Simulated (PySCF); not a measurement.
Radial density of Mn²⁺ (manganese, charge +2)

UHF, [Ar] 3d5, high-spin 6S determinant. Computed with PySCF 2.14 in cc-pVDZ-DK (6s5p3d1f, 43 functions), with the spin-free X2C one-electron Hamiltonian (Gaussian nucleus).

```json
{"r (bohr)": "0.00108", "4πr²ρ (e/bohr)": "0.2153", "4πr²(ρα − ρβ)": "0.0000"}
{"r (bohr)": "0.00182", "4πr²ρ (e/bohr)": "0.5449", "4πr²(ρα − ρβ)": "0.0000"}
{"r (bohr)": "0.00306", "4πr²ρ (e/bohr)": "1.350", "4πr²(ρα − ρβ)": "0.0000"}
{"r (bohr)": "0.00515", "4πr²ρ (e/bohr)": "3.227", "4πr²(ρα − ρβ)": "0.0000"}
{"r (bohr)": "0.00867", "4πr²ρ (e/bohr)": "7.255", "4πr²(ρα − ρβ)": "0.0000"}
{"r (bohr)": "0.0146", "4πr²ρ (e/bohr)": "14.63", "4πr²(ρα − ρβ)": "0.0000"}
{"r (bohr)": "0.0245", "4πr²ρ (e/bohr)": "24.45", "4πr²(ρα − ρβ)": "0.0002"}
{"r (bohr)": "0.0413", "4πr²ρ (e/bohr)": "30.09", "4πr²(ρα − ρβ)": "0.0009"}
{"r (bohr)": "0.0694", "4πr²ρ (e/bohr)": "25.40", "4πr²(ρα − ρβ)": "0.0057"}
{"r (bohr)": "0.117", "4πr²ρ (e/bohr)": "24.81", "4πr²(ρα − ρβ)": "0.0427"}
{"r (bohr)": "0.196", "4πr²ρ (e/bohr)": "33.24", "4πr²(ρα − ρβ)": "0.2930"}
{"r (bohr)": "0.330", "4πr²ρ (e/bohr)": "18.75", "4πr²(ρα − ρβ)": "1.4276"}
{"r (bohr)": "0.555", "4πr²ρ (e/bohr)": "12.72", "4πr²(ρα − ρβ)": "3.6902"}
{"r (bohr)": "0.934", "4πr²ρ (e/bohr)": "12.89", "4πr²(ρα − ρβ)": "4.0414"}
{"r (bohr)": "1.57", "4πr²ρ (e/bohr)": "3.130", "4πr²(ρα − ρβ)": "1.6799"}
{"r (bohr)": "2.64", "4πr²ρ (e/bohr)": "0.2473", "4πr²(ρα − ρβ)": "0.2212"}
{"r (bohr)": "4.45", "4πr²ρ (e/bohr)": "0.002038", "4πr²(ρα − ρβ)": "0.0020"}
```

Densities and radii are taken from the X2C orbitals without a picture-change correction, which distorts them close to the nucleus.
